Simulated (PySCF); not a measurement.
## HgC and its ions

r²SCAN; Hg def2-SVPD with ECP60, C def2-SVPD; scalar-relativistic core potentials (PySCF 2.14). Neutral (UKS): triplet (π ↑↑), Re = 2.156 Å, ωe = 386 cm⁻¹, De = 0.89 eV, HOMO -5.69 eV, LUMO -3.77 eV.

HgC⁺ (UKS): doublet (π ↑), Re = 2.151 Å, ωe = 412 cm⁻¹, De = 2.12 eV to Hg⁺ + C. The energies at the minima are -191.40062 hartree for HgC and -191.06592 for HgC⁺.

**Question.** Work out the adiabatic ionisation energy, without and with harmonic zero-point energies (1 hartree = 27.2114 eV, 1 eV = 8065.5 cm⁻¹), and the change of the bond length.

**Answer.** At r²SCAN: 0.33470 hartree = 9.108 eV between the minima; the zero-point term (412.0 − 386.0)/2 cm⁻¹ = +0.002 eV makes it 9.109 eV. Re changes by -0.5 pm against the neutral. The electron leaves a π orbital, and the small change of length marks it as nearly non-bonding.

HgC⁻ (UKS): quartet (σ ↑, π ↑↑), Re = 2.353 Å, ωe = 269 cm⁻¹. The energies at the minima are -191.40062 hartree for HgC and -191.44489 for HgC⁻.

**Question.** Work out the adiabatic electron affinity, without and with harmonic zero-point energies (1 hartree = 27.2114 eV, 1 eV = 8065.5 cm⁻¹), and the change of the bond length.

**Answer.** At r²SCAN: 0.04427 hartree = 1.205 eV between the minima; the zero-point term (386.0 − 269.0)/2 cm⁻¹ = +0.007 eV makes it 1.212 eV. Re changes by +19.7 pm against the neutral. The electron enters a σ orbital, and the longer bond of the ion fits an antibonding orbital, or a change in how ionic the bond is.

These are scalar-relativistic numbers at best; spin–orbit coupling would shift them, the dissociation energy most. For an ion De counts to the pair picked by the measured ionisation energies or electron affinities, which need not be the lowest pair at this level. The highest Kohn–Sham level is positive in this anion. Much of that is self-interaction error, but it also means that the finite basis helps to hold the extra electron. States were picked by a PBE0 search and need not be the measured ground states.
